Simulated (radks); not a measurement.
Excited configurations of Pb2+: one electron is placed in a higher orbital outside [Xe] 4f14 5d10 6s1. The ground configuration is [Hg]. Method: Dirac Kohn-Sham, BLYP, spin-unpolarised, spherical densities, finite nucleus; open shells are shared between the two j in proportion to 2j + 1; Fermi nuclear charge, rms radius 5.5012 fm; computed with a radial shooting solver on a logarithmic mesh with Libxc functionals. Excitation = E - E(ground); binding = E(ion) - E, where the ion is the core of charge +3; n* = 3/sqrt(2 binding) in atomic units, and the quantum defect is n - n*. Eigenvalue and <r> are those of j = l + 1/2.

outer orbital  excitation (eV)  binding (eV)     n*  eigenvalue (eV)  <r> (bohr)
5f                      24.014         8.430  3.811           -6.304       4.961
6p                      10.111        22.333  2.342          -17.506       2.825
6d                      20.125        12.320  3.153           -9.705       4.212
6f                      26.656         5.788  4.599           -4.657       8.678
7s                      19.096        13.348  3.029          -11.240       4.733
7p                      21.923        10.521  3.412           -8.702       5.809
7d                      25.180         7.264  4.106           -6.012       7.807
7f                      28.345         4.099  5.466           -3.412       13.35

The Delta-SCF ionisation energy is 32.444 eV (NIST Atomic Spectra Database: 31.937 eV, measured). Self-interaction in the functional shifts the binding energies and quantum defects, so they are the method's values and not measured ones. Spin polarisation and multiplet splitting are left out, so open shells lie too high by an amount that depends on their filling.

Beside tabulated values, note that spin-unpolarised runs miss the spin-polarisation part of the exchange energy of open shells.
